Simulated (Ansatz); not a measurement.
Basis-set extrapolation for CH6AlBOS, SMILES `OC[BH][AlH][SH]` (PBE0-D4/def2-TZVP geometry, frozen core, Ansatz). Multiplicity 1, RHF reference.

|  | def2-TZVPP | def2-QZVPP |
| --- | --- | --- |
| HF | -780.419585 | -780.443957 |
| MP2 correlation | -0.780150 | -0.838698 |
| CCSD(T) correlation | -0.866237 | not run |

Energies in hartree. Use E(X) = E(∞) + A·exp(−7.88·√X) for Hartree–Fock and E(X) = E(∞) + B·X^(−2.97) for correlation, with X = 3 and 4, and add CCSD(T) minus MP2 of the smaller set to the MP2 limit.

Task: What is the CCSD(T) energy at the basis-set limit?

Result: HF limit: -780.443957 + (-0.024372) × 0.13774 = -780.44731. MP2 limit: -0.838698 + (-0.058548) × 0.74074 = -0.88207. Higher-order term: -0.866237 − (-0.780150) = -0.08609. Total: -781.41547 hartree, 340.4 kJ/mol below CCSD(T)/def2-TZVPP.
